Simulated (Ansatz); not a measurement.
The cluster ZrAu12, relaxed as a singlet with RKS PBE-D4/def2-SVP in Ansatz, starting from packed atoms. Force threshold 0.03 eV/Å.

In the def2 sets Au, Zr take a core potential; there is no spin–orbit coupling. Single mean-field runs in def2-SVP are fitted with def2-universal-jkfit. Another isomer (singlet) lies 0.12 eV lower at PBE-D4/def2-SVP; other spin states weren't run for this one.

Start:

```xyz
13

Zr    3.6960    0.8977   -1.3114
Au   -0.1126   -3.7347    0.7775
Au   -3.1704   -0.3869    1.2130
Au   -1.6882   -1.8926   -0.5993
Au    0.1888    0.0072   -2.4917
Au    1.7703    1.3936    1.0367
Au   -2.2058    2.3172    1.4707
Au   -1.8698    1.8405   -2.1279
Au    2.3688   -1.2622    2.0976
Au    1.3151   -1.1466   -0.2409
Au   -0.7866    0.7063   -0.0695
Au    1.0092    2.5707   -1.6804
Au   -0.5146   -1.3102    1.9258
```

| step | energy (eV) | largest force component (eV/Å) | SCF passes |
| --- | --- | --- | --- |
| 1 | -45625.3484 | 3.104 | 90 |
| 2 | -45626.4682 | 3.029 | 54 |
| 3 | -45627.1943 | 2.132 | 53 |
| 4 | -45627.7630 | 1.196 | 51 |
| 5 | -45628.2151 | 0.663 | 52 |
| 6 | -45628.6821 | 0.497 | 49 |
| 7 | -45628.9924 | 0.484 | 43 |
| 8 | -45629.2484 | 0.483 | 45 |
| 9 | -45629.5101 | 0.494 | 44 |
| 10 | -45629.7959 | 0.499 | 44 |
| 11 | -45630.0560 | 0.433 | 43 |
| 13 | -45630.4304 | 0.284 | 34 |
| 15 | -45630.8966 | 0.539 | 40 |
| 17 | -45631.5484 | 0.573 | 37 |
| 19 | -45632.2062 | 0.296 | 36 |
| 21 | -45632.8063 | 0.369 | 30 |
| 23 | -45633.3595 | 0.325 | 29 |
| 25 | -45633.7282 | 0.223 | 31 |
| 27 | -45633.9693 | 0.149 | 29 |
| 29 | -45634.1194 | 0.091 | 30 |
| 31 | -45634.1912 | 0.259 | 29 |
| 33 | -45634.2598 | 0.161 | 29 |
| 35 | -45634.2771 | 0.040 | 26 |
| 36 | -45634.2799 | 0.025 | 25 |

Force components are those of the run's own axes.

End:

Cartesian coordinates in Å:
```
Zr 0.0136 0.4453 -0.0242
Au 1.4520 -3.0666 0.7455
Au -2.5303 -0.2224 1.0537
Au -1.0921 -2.2373 -0.2511
Au -1.2744 -0.4554 -2.3931
Au 1.0030 1.3421 2.4480
Au -1.2218 2.5185 1.3516
Au 0.0340 2.2695 -2.1231
Au 2.5251 -0.4836 0.9571
Au 1.2920 -1.5597 -1.6336
Au -2.4592 1.6656 -1.0063
Au 2.3948 1.0800 -1.3780
Au -0.1366 -1.2959 2.2535
```

Bonds lost: Au4–Au11, Au5–Au12, Au6–Au10, Au6–Au11, Au6–Au12, Au10–Au11, Au10–Au13, Au11–Au12 (atoms count from 1). Bonds formed: Zr1–Au3, Zr1–Au4, Zr1–Au7, Zr1–Au8, Zr1–Au9, Zr1–Au11, Zr1–Au13, Au2–Au9 (atoms count from 1). Metal–metal contacts that move far: Zr1–Au5 3.81 to 2.84 Å.

No frequencies were taken in this run, so the end may be a saddle point.

Run time 2.2 min (2 threads of AMD EPYC 7R13 on a shared host and a share (18 GiB) of an NVIDIA H100 80GB HBM3), peak host memory 1.1 GiB.
